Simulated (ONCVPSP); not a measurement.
**Configuration tests for Lu (ONCV)**

* Element: lutetium
* Generator: ONCVPSP 4.0.1
* Type: optimised norm-conserving Vanderbilt (ONCV)
* Functional: LDA (Perdew-Zunger)
* Relativity: scalar-relativistic
* Frozen core: [Kr] 4d10
* Valence charge: 25
* Reference configuration: 4f14 5s2 5p6 5d1.5 6s1.5
* Partial waves: 5s+6s: rc 2.15 bohr, ncon 4, nbas 8, qcut 6.5 1/bohr, 2 projectors; 5p: rc 1.40 bohr, ncon 4, nbas 9, qcut 7 1/bohr, 1 projector; 5d: rc 3.00 bohr, ncon 3, nbas 7, qcut 4.9 1/bohr, 2 projectors, debl 2.3 Ha; 4f: rc 0.90 bohr, ncon 4, nbas 9, qcut 17.7 1/bohr, 2 projectors, debl 3.6 Ha
* Local potential: polynomial inside 0.70 bohr (lpopt 4, dvloc0 0 Ha)
* Core correction: none

Energies are relative to the spin-unpolarised reference configuration 4f14 5s2 5p6 5d1.5 6s1.5; without spin polarisation the order of configurations can differ from experiment. Not all tests gave a result: 1 of 4 tests not solved or not reliable.

```csv
valence configuration,charge,ΔE all-electron (eV),error AE − PS (meV)
4f14 5s2 5p6 5d1 6s2,0,-1.475,+2.9
4f14 5s2 5p6 5d1 6s1,+1,6.107,+0.8
4f14 5s2 5p6 5d0 6s2,+1,4.015,+22
```

Note: ghosts flagged at negative energy: s at -215.2 eV, p at -75.2 eV; GHOST(+) flagged for d at 101.1 eV. A true bound ghost makes a file unfit for plane-wave use.
